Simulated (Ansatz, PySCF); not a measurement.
# Au2O(H2O)2 in two programs

Au2O(H2O)2 (singlet), relaxed with PySCF 2.14.0, RKS TPSS, Au def2-SVP with ECP60, O def2-SVP, H def2-SVP; non-relativistic Hamiltonian with scalar-relativistic core potentials where named; density fitting; no spin-orbit coupling:

```xyz
9

Au    0.0000   -0.0706    1.9131
Au    0.0000    0.0706   -1.9131
O     0.0000    0.0000    0.0000
O     0.0000   -0.1781    4.0577
H     0.7766    0.3142    4.3886
H    -0.7766    0.3142    4.3886
O     0.0000    0.1781   -4.0577
H     0.7766   -0.3142   -4.3886
H    -0.7766   -0.3142   -4.3886
```

There the HOMO–LUMO gap is 1.49 eV. 

The same geometry by Ansatz 0.2.0 (PBE, PAW, a periodic box with 9 Å of vacuum):

```
spin-orbit coupling  gap (eV)  largest force component (eV/Å)
            without      1.08                            0.17
```

Problem. What does the run with spin-orbit coupling give?

Solution. gap (eV): 0.98, largest force component (eV/Å): 0.21. It took 33 s on 2 threads of Arm Neoverse V1 (shared host), peak memory 2.4 GiB.

The spin-orbit runs use fully relativistic datasets of their own, so changes of a few hundredths of an eV needn't come from the coupling.

No frequency check is given that shows the relaxed geometry to be a minimum.

The two programs differ in functional, so their gaps don't test each other.
